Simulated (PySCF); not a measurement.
InHCl2, SMILES [Cl][InH][Cl]. Geometry optimised at PBE0-D3(BJ)/def2-TZVP. The def2 effective core potentials stand for the cores of In; spin–orbit coupling is left out.

Computed equilibrium geometry at PBE0-D3(BJ)/def2-TZVP (PySCF confirms it by a frequency run) as a Z-matrix, and its point group:
point group C2v.
```
In
H 1 1.6939
Cl 1 2.3123 2 124.04
Cl 1 2.3123 2 124.04 3 180.00
```
